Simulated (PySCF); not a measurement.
## Telling isomers of C₅H₁₁NSi₂ apart by NMR

Theoretical values (PySCF): PBE0/pcSseg-1 with gauge-including orbitals, structure optimised with GFN2-xTB. No solvent, relativity neglected, a single conformation, one averaged value for each set of equivalent atoms.

Scale: ¹H and ¹³C against TMS (reference shieldings calculated alike). Where no couplings were computed, multiplicities follow the n + 1 count of equivalent neighbours, and m marks all less simple cases (inequivalent or close neighbours, rings, F or P nearby). Shifts are as computed. Against solution values, carbons near 30 ppm lie about +3 ppm off and those near 130 ppm about +5 ppm. Of 1211 compounds with measured shifts, 218 miss one by over three times the rms of a fit or turn the order of signals round; such compounds aren't used in these exercises. OH and NH positions are gas-phase values without hydrogen bonding to other molecules.

(1) Tabulate the signals of `C/C=C\[Si@@H]1C=C[SiH2]N1`, `N#CC/C(=C/[SiH3])C[SiH3]` and their relative energies.

(2) What is the quickest way to tell C/C=C\[Si@@H]1C=C[SiH2]N1 from N#CC/C(=C/[SiH3])C[SiH3]?

Answers

(1) 
| SMILES | carbon types | δC | δH | E rel. (kcal/mol) |
| --- | --- | --- | --- | --- |
| C/C=C\[Si@@H]1C=C[SiH2]N1 | 4×CH 1×CH3 | 161.1, 160.2, 154.3, 129.6, 23.7 | 7.64 (m, 1H), 7.40 (m, 1H), 6.96 (m, 1H), 5.82 (m, 1H), 5.47 (m, 1H), 5.38 (m, 1H), 5.32 (m, 1H), 1.86 (d, 3H), -0.42 (br s, 1H) | 0.0 |
| N#CC/C(=C/[SiH3])C[SiH3] | 2×C 1×CH 2×CH2 | 160.6, 122.0, 121.9, 30.3, 20.4 | 5.69 (q, 1H), 4.17 (d, 3H), 3.95 (t, 3H), 3.09 (s, 2H), 2.20 (q, 2H) | 44.5 |

Energies are electronic energies at PBE0/pcSseg-1 on these geometries, without zero-point or thermal terms, each for the one conformer computed, which needn't be the lowest.

(2) Both give the same number of carbon signals, but DEPT or the intensities differ. The first has an allylic methyl carbon (CH3) at 23.7 ppm, the second a fully substituted alkene carbon (C) at 160.6 ppm. Their most deshielded carbons lie at 161.1 and 160.6 ppm. In the proton spectra the most deshielded non-exchanging signals are 7.64 (m, 1H) and 5.69 (q, 1H).
